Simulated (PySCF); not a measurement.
Worked example: chemical shift, span and skew from a shielding tensor

C2H3, SMILES [CH][CH2+] (connectivity only; charge and spin as stated), charge +1, multiplicity 1. Atoms are numbered in the order given.

```xyz
5

C      0.0000     0.0000    -0.5796
C      0.0000     0.0000     0.6721
H      0.0000     0.0000     1.7533
H      0.0000    -0.9394    -1.1541
H      0.0000     0.9394    -1.1541
```
Charge +1, spin multiplicity 1.

Geometry: B3LYP-D3(BJ)/def2-TZVP.

GIAO shieldings from PySCF with PBE/pcSseg-2, non-relativistic, no solvent. The symmetric part of the tensor of C1 has the principal values -28.8, 118.7, 238.4 ppm. The same nucleus in TMS has σ = 181.4 ppm at this level (PySCF, at its B3LYP-D3(BJ)/def2-TZVP geometry).

### Question
Work out the isotropic shielding, the ¹³C shift against TMS, the span and the skew.

### Answer

σ(iso) = (σ11 + σ22 + σ33)/3 = 109.4 ppm. δ = σ(ref) − σ(iso) = 181.4 − (109.4) = 72.0 ppm.
Span Ω = σ33 − σ11 = 267.2 ppm. Skew κ = 3(σ(iso) − σ22)/Ω = -0.10. Tumbling in solution averages the tensor to δ; in a static solid the shielding alone would spread this spin-1/2 line over Ω.
